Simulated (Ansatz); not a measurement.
Coupled-cluster diagnostics for the cluster Hf3Si (the lowest singlet isomer of a short search), Ansatz.

Geometry of the singlet (B3LYP-D4/def2-SVP):

```xyz
4

Hf   -0.9743   -0.2424    1.0687
Hf   -1.3159    1.2975   -1.1431
Hf    1.2343    0.6130   -0.5018
Si    1.0559   -1.6681    0.5762
```

In the def2 sets Hf takes a core potential; there is no spin–orbit coupling. Correlated methods freeze 5 core orbitals; core or outer-core shells of Hf are correlated, in sets that lack core-valence functions. At PBE0-D4/def2-TZVP a quintet of charge 0 lies 1.20 eV below the restricted singlet, each at its own geometry. The structure comes from a short search, and lower isomers may exist.

**Question.** Estimate the CCSD(T) correlation energy, the shares of MP2 and (T), T1 and the reference's ⟨S²⟩ for: charge 0, singlet, own geometry in def2-TZVP; and the rough time on 4 threads of Arm Neoverse V2 on a shared host.

**Answer.** 
```tsv
state	basis	correlation (eV)	MP2 share (%)	(T) share (%)	T1	⟨S²⟩ (pure)	wall time	remarks
charge 0, singlet, own geometry	def2-TZVP	-29.416	99.6	8.6	0.070	0.00 (0.00)	90 s	large T1, restricted SCF unstable
```
Customary marks for T1 are 0.02 (closed shells), 0.045 (open shells) and about 0.05 (3d metals). T1 exceeds 0.02 in 1 of 1 rows and 0.045 in 1; the higher it lies, the less the single-reference result can be trusted.
